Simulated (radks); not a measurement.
Q: Species: Sb+. Configuration: [Kr] 4d10 5s2 5p2. Calculated with a radial shooting solver on a logarithmic mesh with Libxc functionals: Dirac Kohn-Sham, exchange-only B88, spin-unpolarised, spherical densities, finite nucleus; open shells fill j = l - 1/2 first; Fermi nuclear charge, rms radius 4.6802 fm. Some entries of the table are withheld. Estimate them.

orbital  occ.  eigenvalue (eV)  <1/r> (bohr^-1)  <r> (bohr)
1s1/2       2        -30294.70            54.32     0.02842
2s1/2       2        -4614.504            12.62      0.1222
2p1/2       2        -4318.030            12.61      0.1032
2p3/2       4        -4066.092            11.70      0.1087
3s1/2       2        -910.0287            4.475      0.3303
3p1/2       2        -788.7945            4.385      0.3209
3p3/2       4        -742.3178            4.163      0.3322
3d3/2       4        -528.0654            4.013      0.3034
3d5/2       6        -518.4046            3.955      0.3069
4s1/2       2        -155.5276            1.771      0.7907
4p1/2       2        -114.5236            1.656      0.8324
4p3/2       4        -105.9087            1.584      0.8618
4d3/2       4              (1)            1.305       1.023
4d5/2       6              (2)            1.286       1.036
5s1/2       2         -19.4855           0.5966       2.173
5p1/2       2              (3)              (4)       2.644
5p3/2       0              (5)              (6)       2.753

A: 
(1) 4d3/2 eigenvalue (eV): -41.1201
(2) 4d5/2 eigenvalue (eV): -39.8748
(3) 5p1/2 eigenvalue (eV): -11.4769
(4) 5p1/2 <1/r> (bohr^-1): 0.4853
(5) 5p3/2 eigenvalue (eV): -10.7632
(6) 5p3/2 <1/r> (bohr^-1): 0.4640
